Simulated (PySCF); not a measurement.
Species: (OH)3Zr-O-SiH3 (singlet state).
Structure used (PBE0-D3(BJ)/def2-SVP), in Å, numbered top down from 1:
```xyz
12
H6O4SiZr angstrom
Zr    -1.043    0.226   -0.155
O     -1.104    1.865   -1.157
O     -1.972   -1.160   -1.111
O     -1.832    0.484    1.579
O      0.832   -0.294    0.082
Si     2.431   -0.600    0.349
H     -1.216    2.674   -1.651
H     -2.486   -1.815   -1.578
H     -2.312    0.628    2.392
H      2.982    0.340    1.375
H      2.622   -2.000    0.840
H      3.215   -0.430   -0.914
```

The calculation used PySCF 2.14.0, PBE0-D3(BJ)/def2-SVP geometry optimisation, gas phase, def2 core potentials past Kr.

Which atoms are bound to Zr1, and at what distances?

4 atoms: O2 1.922 Å, O4 1.922 Å, O3 1.923 Å, O5 1.960 Å. The nearest atom not counted as bound is H9, at 2.87 Å (others tie with it).

List the angles at Zr1.

```
    angle  degrees  distance of the outer atoms (Å)
O3–Zr1–O4    110.3                             3.16
O2–Zr1–O4    110.1                             3.15
O2–Zr1–O3    109.9                             3.15
O3–Zr1–O5    109.3                             3.17
O2–Zr1–O5    108.6                             3.15
O4–Zr1–O5    108.6                             3.15
```

What is the shape at Zr1?

Tetrahedral: angles from 108.6° to 110.3°; τ4 = (360° − α − β)/141° = 0.99 with α and β the two widest (0 for a square, 1 for a tetrahedron). The Zr–O distances aren't all alike: 1.922 to 1.960 Å.

What are the other bond lengths?

O2–H7, O3–H8, O4–H9 0.955 Å; O5–Si6 1.650 Å; Si6–H10, Si6–H11, Si6–H12 1.496 Å.

Give some angles away from the centre.

Zr1–O5–Si6 174.8°.

Point group: near C3, missed by 0.17 Å at most; the miss may be what the optimiser left on a soft mode. Charge 0, singlet. Stationary, but not proved a minimum.
